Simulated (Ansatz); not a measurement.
C$_{2}$H$_{5}$NOSi. The species carries charge 0 and has multiplicity 1.

Cartesian coordinates in Å:
```
C 0.590 -1.128 0.953
Si 0.433 0.118 -0.396
N -1.009 0.102 -1.412
C -1.237 1.220 -0.835
O -0.298 1.604 0.090
H -0.358 -1.250 1.480
H 0.885 -2.095 0.538
H 1.357 -0.823 1.670
H 1.715 0.351 -1.101
H -2.076 1.902 -0.986
```

Q: What are the harmonic wavenumbers in cm⁻¹ at PBE0-D4/def2-TZVP (Ansatz, finite differences of forces, unscaled)? (An estimate is asked.)

A: The calculation gave: 140, 182, 204, 426, 590, 640, 681, 723, 776, 796, 913, 962, 1002, 1128, 1279, 1304, 1439, 1440, 1602, 2252, 3053, 3135, 3137, 3152.

Q: Is this a minimum?

A: Yes, all 24 modes are real.

Q: Give the ideal-gas thermochemistry at 298.15 K and 1 bar (rigid rotor, harmonic oscillator; point group C1, symmetry number 1).

A: Zero-point energy 185.2 kJ/mol; H(298) − E = 202.9 kJ/mol; entropy 315.2 J/(mol·K), of which translation 164.6, rotation 106.9, vibration 43.7; G(298) − E = 108.9 kJ/mol.

Q: Rotational constants (cm⁻¹)?

A: 0.2993, 0.1212, 0.1047.
